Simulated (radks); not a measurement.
Values are calculated unless marked as measured or tabulated.
Q: Valence configurations of In+ (all share [Kr]). Level of theory: scalar-relativistic Kohn-Sham, PBE, spin-polarised, spherical densities, point nucleus; open shells are filled with parallel spins first (spin-orbit coupling, left out, can overturn this in heavy ions) (a radial shooting solver on a logarithmic mesh with Libxc functionals). Order these by energy: 4d10 5s1.5 5p0.5; 4d8.5 5s2 5p1.5; 4d9.5 5s1.5 5p1; 4d7.5 5s2 5p2.5; 4d9 5s2 5p1; 4d10 5p2; 4d9.5 5s2 5p0.5; 4d10 5s2; 4d8 5s2 5p2; 4d10 5s1 5p1.

A: From the lowest, in eV above it: 4d10 5s2 0.000; 4d10 5s1.5 5p0.5 3.066; 4d10 5s1 5p1 5.792; 4d9.5 5s2 5p0.5 9.230; 4d9.5 5s1.5 5p1 12.254; 4d10 5p2 12.595; 4d9 5s2 5p1 19.288; 4d8.5 5s2 5p1.5 30.182; 4d8 5s2 5p2 41.913; 4d7.5 5s2 5p2.5 54.482. NIST lists [Kr] 4d10 5s2 as the ground configuration; this level of theory agrees among the configurations tried. The energies are those of spherical high-spin densities, not of single terms.
